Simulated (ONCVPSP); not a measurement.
Before and after: ONCV potential for caesium

| Property | Result |
| --- | --- |
| Element | Cs |
| Generator | ONCVPSP 4.0.1 |
| Type | optimised norm-conserving Vanderbilt (ONCV) |
| Functional | PBE |
| Relativity | fully relativistic |
| Frozen core | [Kr] 4d10 |
| Valence charge | 9 |
| Reference configuration | 5s2 5p6 6s1 |
| Partial waves | 5s+6s: rc 2.55 bohr, ncon 4, nbas 9, qcut 3.7 1/bohr, 2 projectors; 5p: rc 2.70 bohr, ncon 3, nbas 7, qcut 5.3 1/bohr, 1 projector; d scattering state at 0.38 Ha: rc 2.35 bohr, ncon 4, nbas 8, qcut 4.8 1/bohr, 2 projectors, debl 2.1 Ha |
| Local potential | polynomial inside 1.70 bohr (lpopt 5, dvloc0 2 Ha) |
| Core correction | polynomial model core, fcfact 0.15 |

Open shells are filled in proportion to 2j + 1.

Change: all radii but the core radius scaled by about 0.91 (s 2.32, p 2.46, d 2.14 bohr); local potential polynomial inside 1.56 bohr (lpopt 5, dvloc0 2 Ha).

Cutoffs: the cutoffs (Ha) at which the residual kinetic energy of the hardest occupied pseudo-wave falls to 1 and 0.1 mHa per electron; they do not see the model core or the augmentation charge, which bear on the density cutoff. Errors are all-electron minus pseudo energies relative to the spin-unpolarised reference configuration.

Problem. What does the change do?

Solution. The potential gets harder (7.2 Ha and 9.6 Ha → 8.3 Ha and 31 Ha); of the 4 tests that both files solve, the error grows in 0 and shrinks in 1 by more than 15 % and 0.3 meV (median size 4.7 → 4.4 meV); neither file shows a bound ghost. A smaller radius makes the pseudo-wave follow the all-electron one further in, where it bends more sharply, so more plane waves are needed.

```csv
quantity,base,changed
"cutoff, loose",7.2 Ha,8.3 Ha
"cutoff, tight",9.6 Ha,31 Ha
loose cutoff by channel,"s 5.5 Ha, p 7.2 Ha","s 6.6 Ha, p 8.3 Ha"
bound ghosts,none,none
GHOST(+) flags under 300 eV,s at 67.8 eV,s at 55.4 eV
"error for 5s2 5p6 6s0, meV [ΔE 3.86 eV]",-0.2,-0.2
"error for 5s2 5p6 6s0.5, meV [ΔE 1.47 eV]",0.0,0.0
"error for 5s2 5p6 6s0 6p1, meV [ΔE 1.37 eV]",+9.3,+8.7
"error for 5s1 5p6 6s1, meV [ΔE 31.65 eV]",-75,-45
"rms error of d²Exc/dni dnj with the model core, mHa",2.01,1.97
```

Base: These tests converged, but a pseudo level misses the all-electron one widely, so the file describes the atom poorly there or has found another state: 5s2 5p6 6s0 6p1: empty 6s by 2.9 eV. Changed file: The cutoffs count occupied waves only; projector 2 of the d channel, the hardest unoccupied one, needs 33 Ha at the loose tolerance. These tests converged, but a pseudo level misses the all-electron one widely, so the file describes the atom poorly there or has found another state: 5s2 5p6 6s0 6p1: empty 6s by 2.9 eV.
